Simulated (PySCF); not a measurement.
CH3AlClFS. Atoms are numbered in the order given.

```xyz
8

Al     0.2839    -0.3915     0.0000
Cl    -0.4562    -2.3366     0.0000
F      1.9270    -0.1456     0.0000
S     -1.0082     1.3259     0.0000
C      0.2375     2.6737     0.0000
H      1.2642     2.2862     0.0000
H      0.0816     3.2891     0.8956
H      0.0816     3.2891    -0.8956
```

Coordinates come from a PBE0-D3(BJ)/def2-SVP optimisation. The structure was generated by enumeration; whether it is a known compound was not checked. One conformer was computed; it need not be the lowest.

Calculation: PBE/pcSseg-1 (PySCF).

GIAO shieldings, no solvent; atoms alike by connectivity are averaged. δ = σ(ref) − σ: ³⁵Cl against HCl (σ = 936.5 ppm); ¹⁹F against CFCl3 (σ = 133.6 ppm); ³³S against H2S (σ = 706.5 ppm); ¹³C against TMS (σ = 182.0 ppm); ¹H against TMS (σ = 31.49 ppm), references at their B3LYP-D3(BJ)/def2-TZVP geometries, non-relativistic (without spin–orbit terms, shifts of atoms bonded to Cl or Br come out too high).

| atoms | nucleus | count | δ (ppm) |
|---|---|---|---|
| Cl2 | ³⁵Cl | 1 | 4.4 |
| F3 | ¹⁹F | 1 | [?] |
| S4 | ³³S | 1 | 41.0 |
| C5 | ¹³C | 1 | [?] |
| H6, H7, H8 | ¹H | 3 | 2.51 |

Fill in the missing entries. (The exact figures need the calculation; the answer reports its results.)


- C5, δ (ppm): 13.9
- F3, δ (ppm): -175.6
